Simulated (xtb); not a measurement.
CH5FSSi, SMILES CS[SiH2]F. All values are semi-empirical tight-binding results from xtb (GFN2-xTB unless named), good for trends rather than for accurate numbers. Coordinates come from a GFN2-xTB optimisation. The values are those of a single conformer.

### Question
Estimate the properties. (Estimate from the structure and the level; the computed values follow.)

### Answer

```yaml
orbital_gap: 4.29 eV
zero_point_energy: 36.0 kcal/mol
G − E(el) at 298.15 K (modified RRHO): 16.7 kcal/mol
static polarisability (D4 model): 64.9 bohr³
solvation energy, GFN2-xTB/ALPB(water): 0.5 kcal/mol
solvation energy, GFN2-xTB/ALPB(acetonitrile): -2.6 kcal/mol
```
